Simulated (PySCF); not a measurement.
H₃Cl₃Si₂ (SMILES Cl[SiH2][SiH](Cl)Cl), singlet, at a GFN2-xTB geometry; CASCI(2,2)+NEVPT2/STO-3G (PySCF).

Input for PySCF:
```python
from pyscf import gto, scf, mcscf, mrpt
import numpy

mol = gto.Mole()
mol.atom = '''
    Si    1.49548376    0.21820303   -0.36873147
    Cl    2.57850744   -0.46897700    1.18344916
    Si   -0.75592712    0.27732293    0.20646352
    Cl   -1.72914080    1.51162886   -1.07309414
    Cl   -1.61755240   -1.54872788    0.06188750
    H     1.78688735   -0.64789570   -1.51395352
    H     2.00165352    1.55358401   -0.69004275
    H    -1.08317558    0.76024099    1.54762513
'''
mol.basis = 'sto-3g'
mol.verbose = 4
mol.build()

mf = scf.RHF(mol)
mf.kernel()
mc = mcscf.CASCI(mf, 2, 2)
mc.fix_spin_(ss=0.0)
mc.kernel()
occ = numpy.linalg.eigvalsh(mc.fcisolver.make_rdm1(mc.ci, mc.ncas, mc.nelecas))[::-1]
ss = mc.fcisolver.spin_square(mc.ci, mc.ncas, mc.nelecas)[0]
print('natural occupations', occ.round(4), ' <S^2>', round(ss, 4))
e2 = mrpt.NEVPT(mc).kernel()
print('E(NEVPT2) = %.10f' % (mc.e_tot + e2))
```

It wrote (shortened):

```
PySCF version 2.14.0

[INPUT] verbose = 4
[INPUT] num. atoms = 8
[INPUT] num. electrons = 82
[INPUT] charge = 0
[INPUT] spin (= nelec alpha-beta = 2S) = 0
[INPUT] symmetry False subgroup None
[INPUT] Mole.unit = angstrom
[INPUT] Symbol           X                Y                Z      unit          X                Y                Z       unit  Magmom
[...]
nuclear repulsion = 494.025791017055
number of shells = 28
number of NR pGTOs = 144
number of NR cGTOs = 48
basis = sto-3g
ecp = {}

******** <class 'pyscf.scf.hf.RHF'> ********
method = RHF
initial guess = minao
damping factor = 0
level_shift factor = 0
DIIS = <class 'pyscf.scf.diis.CDIIS'>
diis_start_cycle = 1
diis_space = 8
diis_damp = 0
SCF conv_tol = 1e-09
SCF conv_tol_grad = None
SCF max_cycles = 50
direct_scf = True
direct_scf_tol = 1e-13
Set gradient conv threshold to 3.16228e-05
Initial guess from minao.
init E= -1935.9885718279
[...]
cycle= 1 E= -1936.79869633297  delta_E= -0.81  |g|= 0.355  |ddm|= 3.19
[...]
cycle= 2 E= -1936.86963660388  delta_E= -0.0709  |g|= 0.0723  |ddm|= 0.962
[...]
cycle= 3 E= -1936.87207899305  delta_E= -0.00244  |g|= 0.0164  |ddm|= 0.151
[...]
cycle= 4 E= -1936.87231454286  delta_E= -0.000236  |g|= 0.00204  |ddm|= 0.0628
[...]
cycle= 5 E= -1936.87231838666  delta_E= -3.84e-06  |g|= 0.000303  |ddm|= 0.00839
[...]
cycle= 6 E= -1936.87231846133  delta_E= -7.47e-08  |g|= 6.24e-05  |ddm|= 0.00107
[...]
cycle= 7 E= -1936.87231846476  delta_E= -3.42e-09  |g|= 1.11e-05  |ddm|= 0.000245
[...]
cycle= 8 E= -1936.87231846488  delta_E= -1.28e-10  |g|= 2.09e-06  |ddm|= 4.95e-05
[...]
Extra cycle  E= -1936.87231846489  delta_E= -2.27e-12  |g|= 8.45e-07  |ddm|= 6.41e-06
converged SCF energy = -1936.87231846489

******** <class 'pyscf.mcscf.casci.CASCI'> ********
CAS (1e+1e, 2o), ncore = 40, nvir = 6
natorb = False
canonicalization = True
sorting_mo_energy = False
******** <class 'pyscf.fci.addons.SpinPenaltyFCISolver'> ********
max. cycles = 200
conv_tol = 1e-08
davidson only = True
linear dependence = 1e-12
level shift = 0.001
max iter space = 12
nroots = 1
pspace_size = 400
spin = None
Density matrix diagonal elements [1.9977862 0.0022138]
CASCI converged
CASCI E = -1936.87322635170  E(CI) = -0.963376659807864  S^2 = 0.0000000
natural occupations [1.9978 0.0022]  <S^2> 0.0

******** <class 'pyscf.mrpt.nevpt2.NEVPT'> ********
NEVPT2 (1e+1e, 2o), ncore = 40, nvir = 6
root = 0
Natural occ [1.99778643 0.00221357]
Natural orbital (expansion on meta-Lowdin AOs) in CAS space
               #1        #2
0 Si 1s          0.00013  -0.00092
0 Si 2s          0.00041   0.00596
0 Si 3s          0.10788  -0.38792
0 Si 2px         0.00334  -0.00771
0 Si 2py        -0.00001  -0.00170
0 Si 2pz        -0.00087   0.00799
0 Si 3px        -0.37042   0.23197
0 Si 3py        -0.01052   0.06935
0 Si 3pz         0.11975  -0.31405
1 Cl 1s          0.00001   0.00022
1 Cl 2s          0.00061  -0.00360
1 Cl 3s          0.01722   0.08573
1 Cl 2px        -0.00406   0.00470
1 Cl 2py        -0.00011  -0.00205
1 Cl 2pz         0.00126   0.00395
1 Cl 3px         0.46851  -0.20532
1 Cl 3py         0.01847   0.08679
1 Cl 3pz        -0.16146  -0.16561
2 Si 1s          0.00015   0.00122
2 Si 2s          0.00080  -0.00770
2 Si 3s          0.12773   0.51763
2 Si 2px        -0.00363  -0.00311
2 Si 2py         0.00024   0.00118
2 Si 2pz         0.00100   0.00830
2 Si 3px         0.34527   0.05292
2 Si 3py        -0.02579  -0.03799
2 Si 3pz        -0.11104  -0.31349
3 Cl 1s          0.00001  -0.00027
3 Cl 2s          0.00085   0.00445
3 Cl 3s          0.01792  -0.10496
3 Cl 2px         0.00361   0.00428
3 Cl 2py        -0.00075  -0.00525
3 Cl 2pz        -0.00086   0.00399
3 Cl 3px        -0.40365  -0.18339
3 Cl 3py         0.06991   0.22579
3 Cl 3pz         0.11493  -0.16670
4 Cl 1s          0.00001  -0.00022
4 Cl 2s          0.00073   0.00357
4 Cl 3s          0.01675  -0.08148
4 Cl 2px         0.00350   0.00292
4 Cl 2py         0.00003   0.00567
4 Cl 2pz        -0.00126  -0.00082
4 Cl 3px        -0.39713  -0.12423
4 Cl 3py         0.01708  -0.24014
4 Cl 3pz         0.14724   0.03955
5 H 1s          -0.14301   0.07372
6 H 1s          -0.15746   0.11298
7 H 1s          -0.18798  -0.11801
<CAS-nat-orb|mo-hf>  41     41       0.99999994
<CAS-nat-orb|mo-hf>  42     42       0.99999994
Sr    (-1)',   E = -0.00042822062549
Si    (+1)',   E = -0.00106379284087
Sijrs (0)  ,   E = -0.05503655552457
Sijr  (+1) ,   E = -0.01796367474503
Srsi  (-1) ,   E = -0.00659371292991
Srs   (-2) ,   E = -0.00077252204382
Sij   (+2) ,   E = -0.00302995167299
Sir   (0)' ,   E = -0.00262602685196
Nevpt2 Energy = -0.087514457234647
E(NEVPT2) = -1936.9607408089
```
